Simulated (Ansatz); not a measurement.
Ansatz (a first-principles code) input for GeTe, SMILES [Te]=[Ge] (connectivity only; charge and spin as stated), charge +1, multiplicity 2, PBE0/def2-TZVPD. Coordinates come from a r2SCAN-D4/def2-TZVP optimisation. The spin state was assumed, not searched. The def2 effective core potentials stand for the cores of Te; spin–orbit coupling is left out.

Ansatz 0.2 input:
```yaml
crystal:
  periodic: [false, false, false]
  atoms:
    - {symbol: Ge, position_ang: [0.00000000, 0.00000000, -1.54220451]}
    - {symbol: Te, position_ang: [0.00000000, 0.00000000, 0.94904893]}
basis:
  gaussian:
    orbitals: def2-TZVPD
hamiltonian:
  xc: {name: PBE0}
total_charge: 1
magnetization: {spin_polarized: true, initial_magnetization: 1}
```

Output:

```
WARN ansatz: RAYON_NUM_THREADS=1 ignored (pool sized by the plan → 1); use --threads N
Functional definition: PBE0
integrals: 0.04 GiB planned
903 factors; their error is unknown
mean field: 0.57 GiB planned
mean field evaluation 1: about -63791.4714 eV, gradient 2.3e1 eV
mean field evaluation 2: about -63746.5737 eV, gradient 7.3e1 eV
mean field evaluation 4: about -63795.4346 eV, gradient 5.7e0 eV
mean field evaluation 8: about -63795.9824 eV, gradient 3.1e-1 eV
mean field evaluation 16: about -63795.9826 eV, gradient 2.9e-4 eV
mean field evaluation 32: about -63796.6396 eV, gradient 1.6e-5 eV
mean field evaluation 64: about -63796.6303 eV, gradient 8.8e-1 eV
mean field -63796.63957581 eV, -2344.4832614955 hartree, gradient 1.4e-5 eV, S^2 0.759091; 7 other end points of the search recorded, 0 dependent functions left out
reference -63796.63959729 eV, -2344.4832622850 hartree; 28, 27 occupied and 85, 86 virtual orbitals, 903 factors
Total energy: -63796.63959729 eV, -2344.4832622850 hartree
```

Self-consistency was reached.

Cost: very roughly 13 core-seconds.
